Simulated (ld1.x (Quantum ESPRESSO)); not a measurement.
# Rh (Z = 45): variants of one TM potential

Base potential:

```json
{
 "Element": "rhodium (Rh)",
 "Generator": "ld1.x (Quantum ESPRESSO) 7.5",
 "Type": "norm-conserving Troullier–Martins (Kleinman–Bylander form)",
 "Functional": "LDA (PZ)",
 "Relativity": "fully relativistic",
 "Frozen core": "[Ar] 3d10",
 "Valence charge": "17",
 "Reference configuration": "4s2 4p6 4d7 5s0 5p0 (charge +2)",
 "Partial waves": "4s (bound): rc 0.90 bohr; 4p (bound): rc 0.95 bohr; 4d (bound): rc 1.55 bohr",
 "Local potential": "all-electron potential smoothed inside 1.10 bohr (lloc = -1)",
 "Core correction": "none"
}
```

Open shells are filled in proportion to 2j + 1 (rel_dist='average').

All-electron outer shells of the reference configuration (LDA (PZ), scalar-relativistic, ld1.x):

```tsv
shell	level (eV)	outermost node (bohr)	outermost maximum (bohr)
3d	-322.22	–	0.29
4s	-103.54	0.47	0.88
4p	-71.38	0.47	0.94
4d	-25.99	0.46	1.13
5s	-20.01	1.17	2.32
5p	-13.93	1.31	2.77
```

Cutoffs, loose and tight: the cutoffs (Ry, on a coarse ladder) from which the occupation-weighted sum of valence levels, in a spherical-Bessel basis at the reference potential, stays within 10 and 1 mRy of its value at 400 Ry. They do not see the model core or the augmentation charge, which bear on the density cutoff. Test errors are all-electron minus pseudo excitation energies from the reference, over the configurations 4s2 4p6 4d8 5s1 5p0; 4s2 4p6 4d8 5s0 5p0; 4s2 4p6 4d6 5s0 5p0; 4s2 4p6 4d5 5s0 5p0; 4s2 4p6 4d7 5s1 5p0; 4s2 4p6 4d8 5s0.5 5p0; 4s2 4p6 4d7 5s1 5p1. A dash means not determined; rows that change the core or the reference have their own tests.

Cutoffs are not given where the Bessel-basis levels miss the radial ones by over 6 mRy, ghosts where they miss by over 20 mRy; a channel whose overlap is not positive is not tested.

| change | outcome | bound ghosts | largest test error (meV) |
| --- | --- | --- | --- |
| base | generated | not determined | +1236 |
| wave 4p (bound): rc 0.95 bohr becomes 4p (bound): rc 0.64 bohr | generated | not determined | +1169 |
| wave 4p (bound): rc 0.95 bohr becomes 4p (bound): rc 0.78 bohr | generated | not determined | +1178 |
| wave 4p (bound): rc 0.95 bohr becomes 4p (bound): rc 0.92 bohr | generated | not determined | +1232 |
| wave 4p (bound): rc 0.95 bohr becomes 4p (bound): rc 1.06 bohr | generated | not determined | +1241 |
| wave 4p (bound): rc 0.95 bohr becomes 4p (bound): rc 1.20 bohr | generated | not determined | +1235 |
| wave 4p (bound): rc 0.95 bohr becomes 4p (bound): rc 1.38 bohr | generated | not determined | +1227 |
